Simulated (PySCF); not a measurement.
C2HF5, triplet, at the geometry of the source list (a higher spin typed on purpose: for a closed-shell molecule this is an excited state); PySCF with DF-B3LYP/6-31G**.

PySCF was given this input:
```python
from pyscf import gto, scf, dft

mol = gto.M(
    atom='''
F     1.102200   -1.199300    0.674800
C     0.779900   -0.121000   -0.054700
F     1.418900    0.937000    0.466100
C    -0.748200    0.111400    0.004700
F    -1.192800    0.297900    1.238800
F    -1.077500    1.181400   -0.720600
F    -1.391400   -0.935900   -0.513700
H     1.108800   -0.271500   -1.095500
''',
    basis='6-31g**',
    charge=0,
    spin=2,
    verbose=4,
)

mf = dft.UKS(mol)
mf.xc = 'b3lyp'
mf.grids.radi_method = dft.radi.mura_knowles
mf = mf.density_fit(auxbasis='def2-universal-jkfit')
mf.kernel()
mf.analyze()
```

Question: Predict the main parts of the log of this PySCF run.

Answer: 
```
PySCF version 2.14.0

[INPUT] verbose = 4
[INPUT] num. atoms = 8
[INPUT] num. electrons = 58
[INPUT] charge = 0
[INPUT] spin (= nelec alpha-beta = 2S) = 2
[INPUT] symmetry False subgroup None
[INPUT] Mole.unit = angstrom
[INPUT] Symbol           X                Y                Z      unit          X                Y                Z       unit  Magmom
[...]
nuclear repulsion = 359.1601878709
number of shells = 45
number of NR pGTOs = 196
number of NR cGTOs = 103
basis = 6-31g**
ecp = {}

******** <class 'pyscf.df.df_jk.DFUKS'> ********
method = DFUKS
initial guess = minao
damping factor = 0
level_shift factor = 0
DIIS = <class 'pyscf.scf.diis.CDIIS'>
diis_start_cycle = 1
diis_space = 8
diis_damp = 0
SCF conv_tol = 1e-09
SCF conv_tol_grad = None
SCF max_cycles = 50
direct_scf = False
number electrons alpha = 30  beta = 28
XC library pyscf.dft.libxc version 7.1.2
    S. Lehtola, C. Steigemann, M. J. T. Oliveira, and M. A. L. Marques,  SoftwareX 7, 1–5 (2018)
XC functionals = b3lyp
    P. J. Stephens, F. J. Devlin, C. F. Chabalowski, and M. J. Frisch,  J. Phys. Chem. 98, 11623 (1994)
radial grids: Mura-Knowles [JCP 104, 9848 (1996); DOI:10.1063/1.471749] log3 quadrature radial grids
becke partition: Becke, JCP 88, 2547 (1988); DOI:10.1063/1.454033
pruning grids: <function nwchem_prune>
grids dens level: 3
symmetrized grids: False
atomic radii adjust function: <function treutler_atomic_radii_adjust>
small_rho_cutoff = 0
Set gradient conv threshold to 3.16228e-05
tot grids = 104824
******** <class 'pyscf.df.df.DF'> ********
auxbasis = def2-universal-jkfit
init E= -576.973108321918

cycle= 1 E= -575.41155286351  delta_E= 1.56  |g|= 0.821  |ddm|= 2.55

cycle= 2 E= -574.942591126912  delta_E= 0.469  |g|= 1.47  |ddm|= 1.31

cycle= 3 E= -575.641142622849  delta_E= -0.699  |g|= 0.0795  |ddm|= 0.896

cycle= 4 E= -575.641439867593  delta_E= -0.000297  |g|= 0.0784  |ddm|= 0.198

cycle= 5 E= -575.643766706032  delta_E= -0.00233  |g|= 0.0122  |ddm|= 0.0996

cycle= 6 E= -575.643831837217  delta_E= -6.51e-05  |g|= 0.00387  |ddm|= 0.0147

cycle= 7 E= -575.643838873793  delta_E= -7.04e-06  |g|= 0.0023  |ddm|= 0.00573

cycle= 8 E= -575.643841405636  delta_E= -2.53e-06  |g|= 0.000674  |ddm|= 0.00319

cycle= 9 E= -575.643841817114  delta_E= -4.11e-07  |g|= 0.000439  |ddm|= 0.00169

cycle= 10 E= -575.643841901294  delta_E= -8.42e-08  |g|= 0.000254  |ddm|= 0.000699

cycle= 11 E= -575.643841957458  delta_E= -5.62e-08  |g|= 9.74e-05  |ddm|= 0.000651

[...]
converged SCF energy = -575.643841973679  <S^2> = 2.0027415  2S+1 = 3.0018271
Total Energy =                        -575.643841973678946
[...]
spin_pop of  4 F 3py       0.00022
spin_pop of  4 F 3pz       0.00010
spin_pop of  4 F 3dxy      0.00023
spin_pop of  4 F 3dyz     -0.00003
spin_pop of  4 F 3dz^2    -0.00001
spin_pop of  4 F 3dxz      0.00002
spin_pop of  4 F 3dx2-y2    0.00001
spin_pop of  5 F 1s       -0.00000
spin_pop of  5 F 2s        0.01537
spin_pop of  5 F 3s        0.00073
spin_pop of  5 F 2px       0.09540
spin_pop of  5 F 2py       0.01375
spin_pop of  5 F 2pz       0.01724
spin_pop of  5 F 3px       0.00070
spin_pop of  5 F 3py       0.00020
spin_pop of  5 F 3pz       0.00051
spin_pop of  5 F 3dxy      0.00003
spin_pop of  5 F 3dyz      0.00001
spin_pop of  5 F 3dz^2     0.00006
spin_pop of  5 F 3dxz      0.00009
spin_pop of  5 F 3dx2-y2    0.00032
spin_pop of  6 F 1s       -0.00000
spin_pop of  6 F 2s        0.01537
spin_pop of  6 F 3s        0.00073
spin_pop of  6 F 2px       0.10872
spin_pop of  6 F 2py       0.00505
spin_pop of  6 F 2pz       0.01259
spin_pop of  6 F 3px       0.00056
spin_pop of  6 F 3py       0.00049
spin_pop of  6 F 3pz       0.00036
spin_pop of  6 F 3dxy      0.00008
spin_pop of  6 F 3dyz      0.00001
spin_pop of  6 F 3dz^2     0.00004
spin_pop of  6 F 3dxz      0.00006
spin_pop of  6 F 3dx2-y2    0.00032
spin_pop of  7 H 1s        0.08711
spin_pop of  7 H 2s        0.00118
spin_pop of  7 H 2px       0.00009
spin_pop of  7 H 2py       0.00197
spin_pop of  7 H 2pz       0.00014
 ** Mulliken Spin Density (per atom)  **
spin density of  0 F =      0.29776
spin density of  1 C =      0.58774
spin density of  2 F =      0.29780
spin density of  3 C =      0.35718
spin density of  4 F =      0.08025
spin density of  5 F =      0.14442
spin density of  6 F =      0.14438
spin density of  7 H =      0.09047
 ** Mulliken pop alpha/beta on meta-lowdin orthogonal AOs **
 ** Mulliken pop       alpha | beta **
In total            30.00000 | 28.00000
 ** Mulliken atomic charges   ( Nelec_alpha | Nelec_beta ) **
charge of  0F =     -0.19372  (     4.74574      4.44798 )
charge of  1C =      0.21562  (     3.18606      2.59832 )
charge of  2F =     -0.19374  (     4.74577      4.44797 )
charge of  3C =      0.65875  (     2.84921      2.49204 )
charge of  4F =     -0.20484  (     4.64255      4.56229 )
charge of  5F =     -0.23594  (     4.69018      4.54576 )
charge of  6F =     -0.23590  (     4.69014      4.54576 )
charge of  7H =      0.18978  (     0.45035      0.35988 )
Dipole moment(X, Y, Z, Debye):  0.87549, -0.21669, -0.88621
```
